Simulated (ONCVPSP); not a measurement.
# cerium, ONCV: configuration errors across variants

```json
{
 "Element": "Ce",
 "Generator": "ONCVPSP 4.0.1",
 "Type": "optimised norm-conserving Vanderbilt (ONCV)",
 "Functional": "PBEsol",
 "Relativity": "fully relativistic",
 "Frozen core": "[Kr] 4d10",
 "Valence charge": "12",
 "Reference configuration": "4f1 5s2 5p6 5d1 6s2",
 "Partial waves": "5s+6s: rc 2.00 bohr, ncon 3, nbas 7, qcut 5.4 1/bohr, 3 projectors, debl 1 Ha; 5p: rc 2.90 bohr, ncon 4, nbas 7, qcut 4.5 1/bohr, 2 projectors, debl 2.1 Ha; 5d: rc 2.55 bohr, ncon 4, nbas 7, qcut 3.8 1/bohr, 1 projector; 4f: rc 1.75 bohr, ncon 5, nbas 9, qcut 11.6 1/bohr, 2 projectors, debl 3.8 Ha",
 "Local potential": "polynomial inside 1.20 bohr (lpopt 5, dvloc0 0 Ha)",
 "Core correction": "Teter function fitted to the true core (icmod 2), fcfact 0.35"
}
```

Open shells are filled in proportion to 2j + 1.

All-electron excitation energies from the reference (eV): (1) 4f1 5s2 5p6 5d1 6s1 6.103; (2) 4f1 5s2 5p6 5d1 6s0 17.140; (3) 4f1 5s2 5p6 5d0 6s0 36.266; (4) 4f1 5s2 5p6 5d1 6s0 6p2 5.031.

4 further variants failed, have other tests or another functional or relativity, and are left out.

A true bound ghost makes a file unfit for plane-wave use even where its test errors are small: the radial tests pick states by their node count and pass the ghost by.

Errors AE − PS in meV (a dash: test not solved or not reliable):

```tsv
change	(1)	(2)	(3)	(4)	bound ghosts	GHOST(+) flags above zero
base	0.0	0.0	+4.4	+9.9	s	p3/2, p1/2
p: ncon 5, nbas 8	0.0	-0.2	+2.7	+5.7	s	p3/2, p1/2
core correction Teter function fitted to the true core (icmod 2), fcfact 0.7	0.0	0.0	+4.3	+10.0	s	p3/2, p1/2
s: qcut 4.6; p: qcut 3.8; d: qcut 3.2; f: qcut 9.8	-0.2	-1.3	+5.3	+8.6	s	p3/2, p1/2
```

(1) Give the same row for: core correction Teter function fitted to the true core (icmod 2), fcfact 1.04.

## Answers

(1) 0.0, 0.0, +4.2, +10.0; bound ghosts: s; GHOST(+) flags above zero: p3/2, p1/2.
